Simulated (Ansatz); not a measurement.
Reaction (substitution at a C–N bond): `B[N]([GeH3])C=C` + `[NH2][GeH3]` → `C=C[NH][GeH3]` + `B[NH][GeH3]`

Computed with Ansatz on PBE0-D4/def2-TZVP structures; ΔE is electronic, products minus reactants. CCSD(T)/CBS adds triple-zeta CCSD(T) − MP2 to the extrapolated MP2 energy (def2 sets, frozen cores). For Ge outer-core shells are correlated without core-valence functions, which leaves a few kJ/mol of doubt a bond. Scalar relativity is left out up to krypton. Each species was taken in one conformer, which may not be the lowest.

```tsv
species	HF/CBS(def2) energy (Eh)
`B[N]([GeH3])C=C`	-2235.01801
`[NH2][GeH3]`	-2132.80509
`C=C[NH][GeH3]`	-2209.71353
`B[NH][GeH3]`	-2158.11466
```

(1) Work out ΔE.

Largest T1 diagnostic among the species: 0.013.

Answers

(1) ΔE = (-2209.71353) + (-2158.11466) − (-2235.01801) − (-2132.80509) = -0.00509 Eh = -3.2 kcal/mol. CCSD(T)/CBS gives +0.5 kcal/mol.

In def2-TZVPP, CCSD(T) changes the Hartree–Fock value by +3.3 kcal/mol (the triples alone add +0.5 kcal/mol) and MP2 by +3.5 kcal/mol. The D4 term adds +1.4 kcal/mol with B3LYP and +0.7 kcal/mol with PBE0; it sums over pairs of atoms, weighted by their polarisabilities, and B3LYP, whose exchange is more repulsive, gets the larger term.

B3LYP here is the variant with VWN-RPA as its local correlation; programs differ in this.
